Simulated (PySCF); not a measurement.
C2H6ClNSi2, SMILES N[SiH2]C#C[SiH2]Cl.

Geometry: B3LYP-D3(BJ)/def2-SVP. The structure was generated by enumeration, and PubChem lists no compound with its InChIKey, so it may never have been made. Other conformers were not sampled.

Two levels are set side by side: TDA-PBE/def2-SVPD (PySCF) and TDA-M06-2X/def2-SVPD (PySCF). Vertical, same geometry. The lowest singlet is HOMO→LUMO 96 % with PBE and HOMO−1→LUMO 62 %, HOMO−2→LUMO+1 15 % with the other functional; states are paired by order. Differences are taken from unrounded values.

| quantity | TDA-M06-2X | TDA-PBE | TDA-PBE minus TDA-M06-2X |
|---|---|---|---|
| lowest singlet excitation (eV) | 5.01 | 4.53 | -0.48 |
| lowest triplet excitation (TDA) (eV) | 4.62 | 4.11 | -0.51 |
| first bright state (f over 0.05) (eV) | 6.36 | 4.53 | -1.84 |
| its oscillator strength | 0.07 | 0.07 | 0.00 |

A lower first singlet is the usual sign of a functional without exact exchange. Differences between two approximate levels are no errors against the true value.

Rough cost on one machine, each run with all the roots and properties that it gave: TDA-M06-2X against TDA-PBE about 8 times.
